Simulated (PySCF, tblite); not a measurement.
**Ca2+ and 4 × ammonia**

A gas-phase complex of Ca2+ and 4 × ammonia; charge +2, singlet. The structure comes from a short search (6 tight-binding starts) and was relaxed by PBE0-D3(BJ)/def2-SVPD; another way of binding may lie lower. No frequency run checks that it is a minimum.

Parts: 1 = Ca2+ ([Ca+2]), atoms 1, charge +2; 2 = ammonia (N), atoms 2–5; 3 = ammonia (N), atoms 6–9; 4 = ammonia (N), atoms 10–13; 5 = ammonia (N), atoms 14–17.

Coordinates in Å:
```
Ca1    -2.047    0.425   -0.799
N2     -0.809    2.341    0.150
H3     -0.810    3.178   -0.439
H4     -1.162    2.672    1.052
H5      0.183    2.159    0.323
N6     -1.171   -0.077   -3.055
H7     -1.251    0.693   -3.724
H8     -0.178   -0.324   -3.077
H9     -1.631   -0.862   -3.524
N10    -4.429    1.051   -0.989
H11    -5.032    0.310   -1.354
H12    -4.869    1.316   -0.104
H13    -4.610    1.847   -1.606
N14    -1.851   -1.543    0.683
H15    -2.155   -1.383    1.647
H16    -2.395   -2.357    0.383
H17    -0.898   -1.904    0.780
```

Contacts between parts, classed by geometry: Ca1···N10 2.470 Å (ion contact); Ca1···N2 2.471 Å (ion contact); Ca1···N6 2.471 Å (ion contact); Ca1···N14 2.472 Å (ion contact).

Interaction energies are complex less parts, with the parts frozen as they stand in it; counterpoise-corrected, in kcal/mol (PySCF).

(1) Give the interaction energy at each level run.

(2) What holds them together? Decompose the wB97M-D3(BJ)/def2-SVPD energy: frozen parts, their antisymmetrised product, then relaxation.

The parts were also relaxed and run alone, at the levels used for the complex: shieldings by PBE0/pcSseg-1; core levels by delta-SCF with SCAN, pcX-2 on the ionised atom and pcseg-1 elsewhere, spin-free X2C.

(3) What does binding change?

Results:

(1) 
```csv
level,interaction,superposition error removed
wB97M-D3(BJ)/def2-SVPD,-210.94,-5.23
PBE0-D3(BJ)/def2-SVPD,-216.44,-5.14
```

(2) electrostatic -212.3, Pauli repulsion +84.4, orbital relaxation -83.6, dispersion correction -4.7 kcal/mol, which sum to the value before the counterpoise correction; the Pauli term holds the exchange-correlation of the frozen density too. Of the attraction, 71 % is electrostatic, 28 % is orbital relaxation, 2 % is dispersion correction.

(3) 
```csv
property,alone,in the complex,change
shielding of Ca1 (ppm),1412.6,1037.0,-375.5
shielding of N10 (ppm),266.6,241.8,-24.8
shielding of N2 (ppm),266.6,241.9,-24.7
N2 1s core level (eV),405.54,414.53,+8.98
N10 1s core level (eV),405.54,414.53,+8.98
```

Multiply charged ions in the gas phase bind far more strongly than in solution.
